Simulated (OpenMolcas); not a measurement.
**Worked example: vertical ionisation energy of CH5AsSi (SMILES C1[SiH2][AsH]1)**

The species is CH5AsSi (8 atoms), meant as a singlet with charge 0. SMILES: `C1[SiH2][AsH]1`. Geometry: relaxed at PBE0-D4/def2-TZVP.

Both states at this one shape; open shells run unrestricted unless said. 1 Eh = 27.2114 eV.

| level | program | singlet CH5AsSi (Eh) | doublet CH5AsSi+ (Eh) | HOMO of the first (eV) |
| --- | --- | --- | --- | --- |
| HF/def2-SVP | OpenMolcas | -2563.478629 | -2563.180175 | -9.05 |
| r2SCAN/def2-SVP | OpenMolcas | -2566.003135 | -2565.672478 | -6.15 |
| B3LYP/6-31G* (Cartesian functions) | OpenMolcas | -2566.213369 | -2565.886272 | -6.57 |
| M06-2X/def2-SVP | OpenMolcas | -2566.026151 | -2565.695420 | -7.86 |

Q: Work out the vertical ionisation energy at each level.

A: 
1. HF/def2-SVP: -2563.180175 − (-2563.478629) = 0.298454 Eh = 8.12 eV; −ε(HOMO) = 9.05 eV.
2. r2SCAN/def2-SVP: -2565.672478 − (-2566.003135) = 0.330657 Eh = 9.00 eV; −ε(HOMO) = 6.15 eV.
3. B3LYP/6-31G* (Cartesian functions): -2565.886272 − (-2566.213369) = 0.327097 Eh = 8.90 eV; −ε(HOMO) = 6.57 eV.
4. M06-2X/def2-SVP: -2565.695420 − (-2566.026151) = 0.330731 Eh = 9.00 eV; −ε(HOMO) = 7.86 eV.

No measured value is set beside it here; the levels span 8.12 to 9.00 eV. In Hartree–Fock, −ε(HOMO) (Koopmans) exceeds the difference of totals by the orbital relaxation of the ion. In semi-local functionals −ε(HOMO) lies far under the ionisation energy, a result of self-interaction, while the difference of totals does much better. Hartree–Fock favours the state with fewer electron pairs, since it lacks pair correlation. All-electron rows are non-relativistic unless named.
